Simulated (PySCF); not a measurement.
PySCF input (M06-2X/def2-TZVPD):

```python
from pyscf import gto, scf, dft

mol = gto.M(
    atom='''
    C    -0.85208634    1.49722133   -0.49992816
    Si    0.07565165    0.12676904    0.40473674
    C     1.72449326   -0.21027040   -0.44672178
    C    -0.96656082   -1.44472407    0.44292613
    H    -1.05596177    1.19660396   -1.53375066
    H    -1.80792943    1.71509203   -0.02038040
    H    -0.27058029    2.42031245   -0.52861970
    H     2.28341453   -0.99622958    0.06410586
    H     1.55674693   -0.53483042   -1.47979822
    H     2.34881167    0.68444910   -0.47452926
    H    -1.17204142   -1.78659375   -0.57767556
    H    -1.92430601   -1.27573663    0.93814032
    H    -0.45235402   -2.25119489    0.96853613
    ''',
    basis='def2-tzvpd',
    charge=0,
    spin=1,
    verbose=4,
)

mf = dft.UKS(mol, xc='m062x').density_fit(auxbasis='def2-universal-jkfit')
mf.grids.level = 4
mf.conv_tol = 1e-9
mf.max_cycle = 100
mf.max_memory = 1500
mf.kernel()
if not mf.converged:
    mf = mf.newton()
    mf.kernel(mf.make_rdm1())
for _ in range(2):
    mo, _, stable, _ = mf.stability(return_status=True)
    if stable:
        break
    mf.kernel(mf.make_rdm1(mo, mf.mo_occ))
mf.analyze()
```

Output:

```
PySCF version 2.14.0

[INPUT] verbose = 4
[INPUT] num. atoms = 13
[INPUT] num. electrons = 41
[INPUT] charge = 0
[INPUT] spin (= nelec alpha-beta = 2S) = 1
[INPUT] symmetry False subgroup None
[INPUT] Mole.unit = angstrom
[INPUT] Symbol           X                Y                Z      unit          X                Y                Z       unit  Magmom
[INPUT]  1 C     -0.852086340000   1.497221330000  -0.499928160000 AA   -1.610209817083   2.829338261557  -0.944727304358 Bohr   0.0
[INPUT]  2 Si     0.075651650000   0.126769040000   0.404736740000 AA    0.142960899371   0.239558766674   0.764841591149 Bohr   0.0
[INPUT]  3 C      1.724493260000  -0.210270400000  -0.446721780000 AA    3.258819965058  -0.397353468103  -0.844181818078 Bohr   0.0
[INPUT]  4 C     -0.966560820000  -1.444724070000   0.442926130000 AA   -1.826535232535  -2.730132817867   0.837009079114 Bohr   0.0
[INPUT]  5 H     -1.055961770000   1.196603960000  -1.533750660000 AA   -1.995478543311   2.261253763970  -2.898368690771 Bohr   0.0
[INPUT]  6 H     -1.807929430000   1.715092030000  -0.020380400000 AA   -3.416491475241   3.241054215124  -0.038513374309 Bohr   0.0
[INPUT]  7 H     -0.270580290000   2.420312450000  -0.528619700000 AA   -0.511322642805   4.573727666375  -0.998946457050 Bohr   0.0
[INPUT]  8 H      2.283414530000  -0.996229580000   0.064105860000 AA    4.315028090552  -1.882601063390   0.121142518380 Bohr   0.0
[INPUT]  9 H      1.556746930000  -0.534830420000  -1.479798220000 AA    2.941825342957  -1.010683016886  -2.796413355419 Bohr   0.0
[INPUT] 10 H      2.348811670000   0.684449100000  -0.474529260000 AA    4.438610774482   1.293421345205  -0.896730339493 Bohr   0.0
[INPUT] 11 H     -1.172041420000  -1.786593750000  -0.577675560000 AA   -2.214837290446  -3.376172883360  -1.091648597255 Bohr   0.0
[INPUT] 12 H     -1.924306010000  -1.275736630000   0.938140320000 AA   -3.636411338755  -2.410792837776   1.772828271212 Bohr   0.0
[INPUT] 13 H     -0.452354020000  -2.251194890000   0.968536130000 AA   -0.854825209146  -4.254141795120   1.830268027446 Bohr   0.0

nuclear repulsion = 164.692041044472
number of shells = 99
number of NR pGTOs = 324
number of NR cGTOs = 235
basis = def2-tzvpd
ecp = {}

******** <class 'pyscf.df.df_jk.DFUKS'> ********
method = DFUKS
initial guess = minao
damping factor = 0
level_shift factor = 0
DIIS = <class 'pyscf.scf.diis.CDIIS'>
diis_start_cycle = 1
diis_space = 8
diis_damp = 0
SCF conv_tol = 1e-09
SCF conv_tol_grad = None
SCF max_cycles = 100
direct_scf = False
number electrons alpha = 21  beta = 20
XC library pyscf.dft.libxc version 7.1.2
    S. Lehtola, C. Steigemann, M. J. T. Oliveira, and M. A. L. Marques,  SoftwareX 7, 1–5 (2018)
XC functionals = m062x
    Y. Zhao and D. G. Truhlar,  Theor. Chem. Acc. 120, 215 (2008)
    Y. Zhao and D. G. Truhlar,  Theor. Chem. Acc. 120, 215 (2008)
radial grids:
    Treutler-Ahlrichs [JCP 102, 346 (1995); DOI:10.1063/1.469408] (M4) radial grids

becke partition: Becke, JCP 88, 2547 (1988); DOI:10.1063/1.454033
pruning grids: <function nwchem_prune>
grids dens level: 4
symmetrized grids: False
atomic radii adjust function: <function treutler_atomic_radii_adjust>
small_rho_cutoff = 0
Set gradient conv threshold to 3.16228e-05
[...]
  beta  nocc = 20  HOMO = -0.353415288219116  LUMO = -0.0832861366058744
  HOMO = -0.225182893179  LUMO = -0.0832861366059  gap/eV = 3.86121
Extra cycle  E= -409.17301890247  delta_E= -3.82e-11  |g|= 3.01e-06  |ddm|= 2.34e-05
converged SCF energy = -409.17301890247  <S^2> = 0.75261078  2S+1 = 2.0026091
uhf_internal: lowest eigs of H = [0.33816109 0.33817503 0.33903542]
<class 'pyscf.df.df_jk.DFUKS'> wavefunction is stable in the internal stability analysis
**** SCF Summaries ****
Total Energy =                        -409.173018902469607
Nuclear Repulsion Energy =             164.692041044472120
One-electron Energy =                 -887.814957859618289
Two-electron Energy =                  313.949897912676533
Two-electron Coulomb Energy =          354.455957678200036
DFT Exchange-Correlation Energy =      -40.506059765523496
HOMO-LUMO gap [eV] =                     3.861207418101822
**** MO energy ****
                             alpha | beta                alpha | beta
MO #1   energy= -66.9958453145536  | -66.9904695806908  occ= 1 | 1
MO #2   energy= -10.5117164712039  | -10.5113348779355  occ= 1 | 1
MO #3   energy= -10.5117153574351  | -10.5113338782615  occ= 1 | 1
MO #4   energy= -10.5117066298461  | -10.5113228533337  occ= 1 | 1
MO #5   energy= -5.53340969482844  | -5.53015920726108  occ= 1 | 1
MO #6   energy= -3.84925839711261  | -3.84043145581817  occ= 1 | 1
MO #7   energy= -3.84232798941749  | -3.84043139588058  occ= 1 | 1
MO #8   energy= -3.84232782955507  | -3.83612490786148  occ= 1 | 1
MO #9   energy= -0.806302625939672 | -0.800449565804122 occ= 1 | 1
MO #10  energy= -0.769479193946565 | -0.767175750181884 occ= 1 | 1
MO #11  energy= -0.769478567380492 | -0.767174691449123 occ= 1 | 1
MO #12  energy= -0.527952172804056 | -0.505882732056161 occ= 1 | 1
MO #13  energy= -0.482940779711001 | -0.473146063317173 occ= 1 | 1
MO #14  energy= -0.474657288960908 | -0.472856700201193 occ= 1 | 1
MO #15  energy= -0.474655255811782 | -0.472854375831282 occ= 1 | 1
MO #16  energy= -0.456763996445747 | -0.452640982234582 occ= 1 | 1
MO #17  energy= -0.456762856663111 | -0.452639234218952 occ= 1 | 1
MO #18  energy= -0.446385385993026 | -0.445733273067529 occ= 1 | 1
MO #19  energy= -0.359332439201412 | -0.353417516273163 occ= 1 | 1
MO #20  energy= -0.359331463979685 | -0.353415288219116 occ= 1 | 1
MO #21  energy= -0.225182893179166 | -0.0832861366058744 occ= 1 | 0
MO #22  energy= 0.0220532844701486 | 0.0212931960395586 occ= 0 | 0
MO #23  energy= 0.036733293786382  | 0.0322809791522667 occ= 0 | 0
MO #24  energy= 0.0367345703805497 | 0.0322816537863638 occ= 0 | 0
MO #25  energy= 0.0546514341239243 | 0.0545904296727801 occ= 0 | 0
MO #26  energy= 0.080527705165298  | 0.0702452818470165 occ= 0 | 0
MO #27  energy= 0.0888215688711645 | 0.0702472252839814 occ= 0 | 0
MO #28  energy= 0.0888236924834239 | 0.0806855807987322 occ= 0 | 0
MO #29  energy= 0.0937027269776817 | 0.0869059423708017 occ= 0 | 0
MO #30  energy= 0.0937039826153746 | 0.0869068823786441 occ= 0 | 0
MO #31  energy= 0.117316441288044  | 0.109468285275715  occ= 0 | 0
MO #32  energy= 0.117316832434465  | 0.115152595767357  occ= 0 | 0
MO #33  energy= 0.124307630183907  | 0.115154528235494  occ= 0 | 0
MO #34  energy= 0.13076105469145   | 0.129842123034821  occ= 0 | 0
MO #35  energy= 0.141715408747538  | 0.137592942405566  occ= 0 | 0
MO #36  energy= 0.14171710771394   | 0.141853893862057  occ= 0 | 0
MO #37  energy= 0.159235848780165  | 0.141858287192269  occ= 0 | 0
MO #38  energy= 0.15924186018601   | 0.146745382221801  occ= 0 | 0
MO #39  energy= 0.159312703088291  | 0.146751084573287  occ= 0 | 0
MO #40  energy= 0.182297664181307  | 0.167537394813192  occ= 0 | 0
MO #41  energy= 0.200651941608541  | 0.204660046422756  occ= 0 | 0
MO #42  energy= 0.200654671273465  | 0.204662328994281  occ= 0 | 0
MO #43  energy= 0.206854543895549  | 0.21248882657768   occ= 0 | 0
MO #44  energy= 0.206855708749522  | 0.213631667522732  occ= 0 | 0
MO #45  energy= 0.214969412534922  | 0.213635802949459  occ= 0 | 0
MO #46  energy= 0.224103100255821  | 0.218824657050802  occ= 0 | 0
MO #47  energy= 0.248859925164622  | 0.237745477455175  occ= 0 | 0
MO #48  energy= 0.248862796019013  | 0.237747788515818  occ= 0 | 0
MO #49  energy= 0.253141626478712  | 0.243393767120696  occ= 0 | 0
MO #50  energy= 0.26942450660161   | 0.261761479103109  occ= 0 | 0
MO #51  energy= 0.276421500986095  | 0.264600571210375  occ= 0 | 0
MO #52  energy= 0.27642540961663   | 0.26460700160051   occ= 0 | 0
MO #53  energy= 0.288684250258785  | 0.285509506662894  occ= 0 | 0
MO #54  energy= 0.288687038293482  | 0.285514258098518  occ= 0 | 0
MO #55  energy= 0.291404125629816  | 0.29236666221962   occ= 0 | 0
MO #56  energy= 0.291868317650643  | 0.293648384117552  occ= 0 | 0
MO #57  energy= 0.291871492831188  | 0.29365207536503   occ= 0 | 0
MO #58  energy= 0.298876468077339  | 0.296037909765834  occ= 0 | 0
MO #59  energy= 0.311967380058307  | 0.309014334772165  occ= 0 | 0
MO #60  energy= 0.311968554065266  | 0.309021156030335  occ= 0 | 0
MO #61  energy= 0.331638111607433  | 0.315733672978407  occ= 0 | 0
MO #62  energy= 0.333948007500904  | 0.332485961452305  occ= 0 | 0
MO #63  energy= 0.340414340329449  | 0.335705697912666  occ= 0 | 0
MO #64  energy= 0.340421624239221  | 0.335718712753978  occ= 0 | 0
MO #65  energy= 0.352289897924866  | 0.348407751088284  occ= 0 | 0
MO #66  energy= 0.352292650050275  | 0.351226545007259  occ= 0 | 0
MO #67  energy= 0.360709522979072  | 0.351231901308631  occ= 0 | 0
MO #68  energy= 0.395667713776559  | 0.374451389300238  occ= 0 | 0
MO #69  energy= 0.395672533892107  | 0.37445585522329   occ= 0 | 0
MO #70  energy= 0.401019342394854  | 0.389284917041199  occ= 0 | 0
MO #71  energy= 0.401022040977223  | 0.38929490356995   occ= 0 | 0
MO #72  energy= 0.425397731864492  | 0.402129227891175  occ= 0 | 0
MO #73  energy= 0.425406455138732  | 0.418862357539514  occ= 0 | 0
MO #74  energy= 0.428287651306012  | 0.418875752272388  occ= 0 | 0
MO #75  energy= 0.43492062833487   | 0.426474121689396  occ= 0 | 0
MO #76  energy= 0.443601727925146  | 0.433990104467542  occ= 0 | 0
MO #77  energy= 0.456603690479655  | 0.450760558111875  occ= 0 | 0
MO #78  energy= 0.456607005401265  | 0.450760716357227  occ= 0 | 0
MO #79  energy= 0.468895836375102  | 0.467621719537237  occ= 0 | 0
MO #80  energy= 0.472484759300377  | 0.467627220645063  occ= 0 | 0
MO #81  energy= 0.472496033514413  | 0.469704575764265  occ= 0 | 0
MO #82  energy= 0.479997944574142  | 0.473018783250397  occ= 0 | 0
MO #83  energy= 0.487459594927982  | 0.473046700987047  occ= 0 | 0
MO #84  energy= 0.487462672914115  | 0.474634959610935  occ= 0 | 0
MO #85  energy= 0.494022760999071  | 0.490144964208825  occ= 0 | 0
MO #86  energy= 0.51821513952972   | 0.504557339759745  occ= 0 | 0
MO #87  energy= 0.518219370071523  | 0.504559003835688  occ= 0 | 0
MO #88  energy= 0.550922494928647  | 0.542652207428439  occ= 0 | 0
MO #89  energy= 0.553395515696519  | 0.547456242569617  occ= 0 | 0
MO #90  energy= 0.565091632378138  | 0.564869743434878  occ= 0 | 0
MO #91  energy= 0.565099261823479  | 0.564875566799068  occ= 0 | 0
MO #92  energy= 0.609110917015011  | 0.597464638506282  occ= 0 | 0
MO #93  energy= 0.609113931545552  | 0.597486504214733  occ= 0 | 0
MO #94  energy= 0.617228896241479  | 0.604970458394763  occ= 0 | 0
MO #95  energy= 0.63869915166286   | 0.621907045617943  occ= 0 | 0
MO #96  energy= 0.638709896998042  | 0.623410782039685  occ= 0 | 0
MO #97  energy= 0.640041144538016  | 0.623422822892221  occ= 0 | 0
MO #98  energy= 0.673645711261127  | 0.668687862646951  occ= 0 | 0
MO #99  energy= 0.678723367164507  | 0.675190019572261  occ= 0 | 0
MO #100 energy= 0.678743013574177  | 0.675209838350714  occ= 0 | 0
MO #101 energy= 0.698127027932102  | 0.693360894433781  occ= 0 | 0
MO #102 energy= 0.730771920749633  | 0.729614420705222  occ= 0 | 0
MO #103 energy= 0.730776057330859  | 0.729619500430772  occ= 0 | 0
MO #104 energy= 0.736798657073114  | 0.734327165469503  occ= 0 | 0
[...]
```

It need not be the lowest isomer of its formula.
